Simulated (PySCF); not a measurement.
Vertical excitations of a molecule CH6Cl2OSi2 from TDDFT-M06-2X/def2-SVPD run with PySCF, as energy in eV (oscillator strength): 5.97 (0.023), 6.52 (0.037), 7.28 (0.049), 7.42 (0.045), 7.70 (0.218), 7.75 (0.014), 7.81 (0.015), 7.92 (0.024), 8.04 (0.022), 8.15 (0.007). Lowest triplet (TDA): 5.46 eV. The structure is a stationary point at PBE0-D3(BJ)/def2-SVP. Other conformers were not sampled.

**Question.** Which structure fits?
A) C[Si](Cl)(Cl)[SiH2]O
B) O[Si@H](Cl)C[SiH2]Cl
C) OC[Si]([SiH3])(Cl)Cl
D) OC[SiH2][SiH](Cl)Cl

**Answer.** A, C[Si](Cl)(Cl)[SiH2]O
